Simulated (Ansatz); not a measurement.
```xyz
6

O     1.191    2.679   -0.047
C     1.032    1.529   -0.129
N     0.951    0.329   -0.238
In   -0.517   -1.006    0.038
Cl   -0.063   -3.214   -0.346
Cl   -2.595   -0.318    0.722
```

Charge 0, multiplicity 1. In: def2 effective core potential.

Question: List the CAM-B3LYP/def2-TZVPP orbital energies in eV (Ansatz). (Best estimate.)

Answer: The calculation gave: Occupied: -2764.85, -2764.84, -523.99, -392.42, -282.89, -259.59, -259.58, -198.65, -198.63, -198.51, -198.49, -198.49, -198.48, -131.28, -88.03, -87.77, -87.73, -32.73, -27.99, -25.80, -25.71, -24.86, -24.84, -24.83, -23.92, -23.63, -16.79, -15.85, -14.97, -14.86, -13.43, -12.18, -11.50, -11.21, -11.06, -10.95, -10.40, -10.36. Lowest empty: -1.82, -1.09, 1.05, 1.34, 1.93, 1.96, 3.06, 3.07.
